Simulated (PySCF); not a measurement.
C₄H₁₂GeOSi.
Bonds: Si1–O2, O2–Ge3, Ge3–C4, C4–C5, C5–C6, C6–C7, Ge3–C7. Hydrogens: H8, H9, H10 on Si1; H11 on Ge3; H12, H13 on C4; H14, H15 on C5; H16, H17 on C6; H18, H19 on C7.

The computed photoelectron lines, unassigned: C 1s: 290.04 (area 2), 290.57 (area 2) eV; O 1s: 536.92 eV; Si 1s: 1846.94 eV; Si 2p3/2: 107.00 eV.

Computed with delta-SCF UKS SCAN, pcX-2 on the ionised atom, pcseg-1 elsewhere, spin-free X2C in PySCF 2.14.0. Isolated species at its PBE0-D3(BJ)/def2-SVP geometry (one conformer only).

(1) Order the carbon atoms by C 1s binding energy.

Answers

(1) 290.04 eV: C4/C7 (sp3 carbon bound to germanium); 290.57 eV: C5/C6 (ring CH2 carbon). The listed C 1s values span 0.53 eV, from C4/C7 (bonded to C, 2 H and Ge) to C5/C6 (bonded to 2 C and 2 H).

Bonded neighbours of each site: Si1: O and 3 H; O2: Ge and Si; C4/C7: C, 2 H and Ge; C5/C6: 2 C and 2 H.

Question: Which effective nuclear charge Zeff reproduces each element's mean 1s value in the hydrogen-like formula E = 13.606 eV × Zeff²?

Answer: C (Z = 6): mean 290.3 eV, Zeff = 4.62, Z − Zeff = 1.38; O (Z = 8): mean 536.9 eV, Zeff = 6.28, Z − Zeff = 1.72; Si (Z = 14): mean 1846.9 eV, Zeff = 11.65, Z − Zeff = 2.35. Means run over the listed sites, weighted by atom count.

Topologically equivalent atoms share the value of their first member; where this conformer doesn't relate them by symmetry, their own values could differ. 2p3/2 and 2p1/2 are the ΔSCF energy of one spin-free 2p hole plus the eigenvalues of a spin–orbit and ligand-field matrix of the shell. 2p1/2 minus 2p3/2 (ligand field included): Si 0.62 eV. No level of germanium is listed.

The run took 54 s on one thread, Arm Neoverse V2 (aarch64), on a shared host, and the process peaked at 0.85 GiB of memory.
